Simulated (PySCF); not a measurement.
C4H6OSe, SMILES C=C1CO[C@H]1[SeH]. Atoms are numbered in the order given.

```xyz
12

C      0.7300    -2.3941    -0.0628
C     -0.2473    -1.5121     0.1000
C     -1.4701    -1.3494     0.9629
O     -1.7726    -0.1091     0.3118
C     -0.6142    -0.1829    -0.4997
Se     0.7591     1.1850    -0.1637
H      1.5277    -2.2184    -0.7891
H      0.7673    -3.3141     0.5261
H     -2.2673    -2.1001     0.8214
H     -1.2774    -1.2241     2.0436
H     -0.8506    -0.1533    -1.5756
H      0.0826     2.2243    -0.9565
```

Coordinates come from a PBE0-D3(BJ)/def2-SVP optimisation. The structure was generated by enumeration; whether it is a known compound was not checked. One conformer was computed; it need not be the lowest.

Calculation: PBE/pcSseg-1 run with PySCF.

GIAO shieldings, no solvent; atoms listed in one row are averaged. δ = σ(ref) − σ: ¹³C against TMS (σ = 182.0 ppm); ¹⁷O against H2O (σ = 334.3 ppm); ⁷⁷Se against Me2Se (σ = 1634.8 ppm); ¹H against TMS (σ = 31.49 ppm), references at their B3LYP-D3(BJ)/def2-TZVP geometries, non-relativistic.

Computed chemical shifts:
```
nucleus  atoms  count  δ (ppm)
-------  -----  -----  -------
¹³C         C2      1    159.1
¹³C         C1      1    114.4
¹³C         C5      1    101.7
¹³C         C3      1     82.4
¹⁷O         O4      1     67.9
⁷⁷Se       Se6      1    107.9
¹H         H11      1     7.46
¹H          H7      1     5.69
¹H         H10      1     5.64
¹H          H8      1     5.55
¹H          H9      1     5.45
¹H         H12      1     3.26
```
